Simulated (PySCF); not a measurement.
Optical rotation: `InChI=1S/C3H9BNO2/c1-3-2-6-4(5)7-3/h3-4H,2,5H2,1H3/q-1/t3-,4+/m1/s1`, charge -1

Geometry (Å), atoms numbered from 1 in this order:
```xyz
16

C    -1.752    0.222    0.819
C    -0.856    0.353   -0.425
C    -0.269   -1.014   -0.865
O     1.010   -0.770   -1.307
B     1.518    0.424   -0.551
N     2.261    0.012    0.735
O     0.218    1.188   -0.213
H    -1.163   -0.149    1.656
H    -2.573   -0.468    0.622
H    -2.159    1.195    1.089
H    -1.488    0.758   -1.250
H    -0.866   -1.477   -1.670
H    -0.279   -1.713    0.001
H     2.238    1.103   -1.242
H     2.519    0.850    1.246
H     1.634   -0.504    1.346
```

Total charge -1.

Computed with TDDFT wB97X-D/def2-SVPD circular dichroism and optical rotation, one conformer, gas phase in PySCF 2.14.0. Geometry: GFN2-xTB.

The molecule is flexible and this is one conformer; a measurement averages over conformers. For a gas-phase anion, states above the detachment energy (about 3.3 eV, taken as minus the energy of the highest occupied orbital) lie in the continuum and depend on the basis.

Stereocentres: C2 R, B5 S.

Problem. Give the optical rotatory dispersion at 633, 589.3, 546, 436, 405, 365, 355 nm.

Solution. [α] in deg dm⁻¹ (g/mL)⁻¹:
| λ (nm) | origin-invariant length gauge | modified velocity gauge | length gauge (centre of mass) | isotropic polarisability (au) |
| --- | --- | --- | --- | --- |
| 633 | -192.0 | -265.7 | -191.7 | 79.8 |
| 589.3 | -229.8 | -317.4 | -229.5 | 80.2 |
| 546 | -280.6 | -386.4 | -280.1 | 80.6 |
| 436 | -537.4 | -732.2 | -536.5 | 82.5 |
| 405 | -684.9 | -928.5 | -683.7 | 83.5 |
| 365 | -1001.8 | -1346.7 | -1000.1 | 85.1 |
| 355 | -1120.1 | -1501.6 | -1118.1 | 85.7 |

Problem. And for the mirror image at 589.3 nm?

Solution. +229.8 deg dm⁻¹ (g/mL)⁻¹ (origin-invariant length gauge): the same size and the opposite sign.

Problem. What is the molar rotation [Φ] = [α]·M/100 of the geometry above at 589.3 nm?

Solution. With M = 101.92 g/mol, -234.3 deg cm² dmol⁻¹ (origin-invariant length gauge).

The first excitation lies at 5.22 eV (238 nm) with R = -21.7 × 10⁻⁴⁰ esu² cm² (velocity form).
